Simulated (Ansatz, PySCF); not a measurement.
Dimer: H2O (SMILES O) (first 3 atoms) with AsH3 (SMILES [AsH3]); geometry from B3LYP-D3(BJ)/def2-TZVP, rigid monomers moved along the line of their centres of mass till H3···As4 is 2.43 Å.
(charge 0, multiplicity 1):
| atom | x (Å) | y (Å) | z (Å) |
|---|---|---|---|
| O | -0.0488 | 0.6324 | -0.5999 |
| H | -0.9101 | 0.3057 | -0.8787 |
| H | -0.0010 | 0.4395 | 0.3458 |
| As | 0.2072 | -0.3758 | 2.6222 |
| H | -0.2226 | 0.3141 | 3.9083 |
| H | 1.6215 | -0.6193 | 3.1256 |
| H | -0.2832 | -1.7377 | 3.0918 |

Quantity: the interaction energy.

Monomers are frozen at their geometry in the pair; levels with a basis set take the counterpoise correction.

Correlated levels freeze the cores. Filled d and f shells under p-block atoms count as core. CBS(a, b) extrapolates the correlation energy as X⁻³ and adds the Hartree–Fock energy of set b.

Codes used: Ansatz (a program for electronic structure) with Gaussian orbitals; PySCF for the dispersion terms. 

Costs are ratios of core time to PBE/def2-TZVPPD (roughly 5 s), for whole runs (searches for the state included, and forces where a run took them) on one shared machine, so rough; each difference counts from -5.4 kJ/mol (CCSD(T)/CBS(aug-cc-pVDZ, aug-cc-pVTZ), a level with limits of its own).

A star marks coupled-cluster runs past 200 virtual orbitals, where the program's memory plan changes under this machine's limit, so their costs aren't comparable with smaller runs.

| level | basis functions | cost |
|---|---|---|
| PBE/def2-TZVPPD | 179 | ×1 |
| PBE-D3(BJ)/def2-TZVPPD | 179 | ×1 |
| r2SCAN/def2-TZVPPD | 179 | ×1 |
| r2SCAN-D3(BJ)/def2-TZVPPD | 179 | ×1 |
| B3LYP/def2-TZVPPD | 179 | ×1 |
| B3LYP-D3(BJ)/def2-TZVPPD | 179 | ×1 |
| PBE0/def2-TZVPPD | 179 | ×1 |
| PBE0-D3(BJ)/def2-TZVPPD | 179 | ×1 |
| wB97X-V/def2-TZVPPD | 179 | ×3 |
| wB97M-V/def2-TZVPPD | 179 | ×3 |
| CCSD(T)/aug-cc-pVDZ | 104 | ×3 |
| CCSD(T)/aug-cc-pVTZ | 220 | ×200* |

**Question.** With a budget of 10 times the cost of PBE/def2-TZVPPD, which level comes closest?

**Answer.** wB97M-V/def2-TZVPPD, at 0.1 kJ/mol; next is r2SCAN/def2-TZVPPD at -0.3 kJ/mol.

Each difference (kJ/mol): PBE/def2-TZVPPD -2.0; PBE-D3(BJ)/def2-TZVPPD -4.8; r2SCAN/def2-TZVPPD -0.3; r2SCAN-D3(BJ)/def2-TZVPPD -1.3; B3LYP/def2-TZVPPD 2.7; B3LYP-D3(BJ)/def2-TZVPPD -2.2; PBE0/def2-TZVPPD -0.9; PBE0-D3(BJ)/def2-TZVPPD -3.5; wB97X-V/def2-TZVPPD -0.7; wB97M-V/def2-TZVPPD 0.1; CCSD(T)/aug-cc-pVDZ 4.1; CCSD(T)/aug-cc-pVTZ 1.1.
